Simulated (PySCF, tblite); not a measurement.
Potential energy curve for KH, singlet.

Computed with: GFN2-xTB, 300 K electronic temperature (tblite); UCCSD(T) = PySCF with CCSD(T) on UHF/def2-SVP, 5 core orbitals frozen.

Energies relative to the lowest point of each curve near equilibrium, in mEh; the last columns give the difference from UCCSD(T):

```json
[
 {"R / Å": "1.69", "GFN2-xTB": "1.0", "UCCSD(T)": "42.6", "GFN2-xTB − UCCSD(T)": "-41.6"},
 {"R / Å": "1.83", "GFN2-xTB": "0.0", "UCCSD(T)": "21.4", "GFN2-xTB − UCCSD(T)": "-21.4"},
 {"R / Å": "1.94", "GFN2-xTB": "1.6", "UCCSD(T)": "11.1", "GFN2-xTB − UCCSD(T)": "-9.5"},
 {"R / Å": "2.04", "GFN2-xTB": "4.0", "UCCSD(T)": "5.2", "GFN2-xTB − UCCSD(T)": "-1.2"},
 {"R / Å": "2.15", "GFN2-xTB": "7.2", "UCCSD(T)": "1.5", "GFN2-xTB − UCCSD(T)": "5.6"},
 {"R / Å": "2.18", "GFN2-xTB": "8.1", "UCCSD(T)": "0.9", "GFN2-xTB − UCCSD(T)": "7.2"},
 {"R / Å": "2.26", "GFN2-xTB": "10.7", "UCCSD(T)": "0.0", "GFN2-xTB − UCCSD(T)": "10.7"},
 {"R / Å": "2.35", "GFN2-xTB": "13.7", "UCCSD(T)": "0.0", "GFN2-xTB − UCCSD(T)": "13.7"},
 {"R / Å": "2.38", "GFN2-xTB": "14.7", "UCCSD(T)": "0.2", "GFN2-xTB − UCCSD(T)": "14.5"},
 {"R / Å": "2.51", "GFN2-xTB": "19.0", "UCCSD(T)": "1.8", "GFN2-xTB − UCCSD(T)": "17.2"},
 {"R / Å": "2.63", "GFN2-xTB": "22.7", "UCCSD(T)": "4.2", "GFN2-xTB − UCCSD(T)": "18.5"},
 {"R / Å": "2.81", "GFN2-xTB": "26.7", "UCCSD(T)": "8.9", "GFN2-xTB − UCCSD(T)": "17.8"},
 {"R / Å": "3.09", "GFN2-xTB": "34.9", "UCCSD(T)": "17.6", "GFN2-xTB − UCCSD(T)": "17.3"},
 {"R / Å": "3.41", "GFN2-xTB": "45.3", "UCCSD(T)": "27.5", "GFN2-xTB − UCCSD(T)": "17.9"},
 {"R / Å": "3.76", "GFN2-xTB": "55.9", "UCCSD(T)": "36.8", "GFN2-xTB − UCCSD(T)": "19.1"},
 {"R / Å": "4.07", "GFN2-xTB": "64.2", "UCCSD(T)": "43.2", "GFN2-xTB − UCCSD(T)": "21.0"},
 {"R / Å": "4.56", "GFN2-xTB": "75.2", "UCCSD(T)": "49.7", "GFN2-xTB − UCCSD(T)": "25.5"},
 {"R / Å": "4.94", "GFN2-xTB": "—", "UCCSD(T)": "52.0", "GFN2-xTB − UCCSD(T)": "—"},
 {"R / Å": "5.50", "GFN2-xTB": "—", "UCCSD(T)": "53.3", "GFN2-xTB − UCCSD(T)": "—"},
 {"R / Å": "6.05", "GFN2-xTB": "—", "UCCSD(T)": "53.6", "GFN2-xTB − UCCSD(T)": "—"},
 {"R / Å": "6.81", "GFN2-xTB": "—", "UCCSD(T)": "53.7", "GFN2-xTB − UCCSD(T)": "—"},
 {"R / Å": "7.88", "GFN2-xTB": "—", "UCCSD(T)": "53.7", "GFN2-xTB − UCCSD(T)": "—"},
 {"R / Å": "9.02", "GFN2-xTB": "—", "UCCSD(T)": "53.8", "GFN2-xTB − UCCSD(T)": "—"}
]
```

GFN2-xTB is furthest from UCCSD(T) at 1.69 (-41.6 mEh, below); its mean absolute difference over the points is 16.4 mEh.

A dash means that the run gave no value there, or that the column was ended at a point which the program doubted or which failed a test of continuity chosen for this set; such a test can also cut sound points.

The unrestricted determinant behind UCCSD(T) is spin-contaminated at 2.81 to 9.02 Å (<S²> up to 1.0, against 0.00 for a pure singlet).
